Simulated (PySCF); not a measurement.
CClF2, SMILES F[C](Cl)F, multiplicity 2. The structure is a stationary point at PBE0-D3(BJ)/def2-TZVP. The isomer is the one that the SMILES or the coordinates give; other isomers of the formula were not compared.

Computed equilibrium geometry at PBE0-D3(BJ)/def2-TZVP (PySCF confirms it by a frequency run) as Cartesian coordinates in Å, and its point group:
point group Cs.
```xyz
4

F     -1.0528     0.0781     1.0804
C     -0.4198    -0.3224     0.0000
F     -1.0528     0.0781    -1.0804
Cl     1.2629     0.0311     0.0000
```
Charge 0, spin multiplicity 2.
